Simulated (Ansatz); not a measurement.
Total energies of `[OH][In]([Br])[Br]`.

```xyz
5

O    -0.045   -0.747    1.405
In   -0.144    0.028   -0.396
Br    1.273    1.946   -0.952
Br   -1.673   -0.944   -2.017
H     0.590   -0.283    1.959
```

The species carries charge 0 and has multiplicity 1. Correlated methods include outer-core shells of Br, In, which these sets cover unevenly. Scalar relativity is left out up to krypton. In takes the def2 core potential. The structure was optimised at the PBE0-D4/def2-TZVP level. It is one conformer, not always the lowest. Basis def2-TZVPP, Ansatz.

RPA on PBE orbitals: Hartree–Fock energy of these orbitals -5409.59581 Eh, correlation -1.54649 Eh (frozen core).

```csv
functional,energy without D4 (Eh),D4 term (kJ/mol)
LDA (SPW92),-5406.46951,–
revPBE,-5414.01986,-26.5
BLYP,-5414.43444,-26.7
r2SCAN,-5414.44709,-3.0
B97M-V,-5413.49198,–
PBE0,-5413.76464,-11.7
r2SCANh,-5414.42663,-3.4
r2SCAN0,-5414.39779,-3.8
BHLYP,-5414.30635,-22.8
CAM-B3LYP,-5414.64468,-12.5
ωB97X-V,-5413.92072,–
ωB97M-V,-5414.08122,–
B2PLYP,-5413.41444,–
PBE-QIDH,-5412.93493,–
```

Give the same for PBE, B3LYP, HSE06 (plane-wave form), LC-ωPBE. (Best estimate.)

Computed: 
```csv
functional,energy without D4 (Eh),D4 term (kJ/mol)
PBE,-5413.58928,-13.3
B3LYP,-5414.56003,-21.8
HSE06 (plane-wave form),-5413.76932,-11.3
LC-ωPBE,-5413.71287,–
```

B3LYP takes the VWN-RPA correlation (the form of Gaussian; ORCA's B3LYP/G). HSE06 is the plane-wave form, built on full-range PBE exchange. The double hybrids freeze the cores in their second-order part.

LC-ωPBE has ω = 0.4 bohr⁻¹.
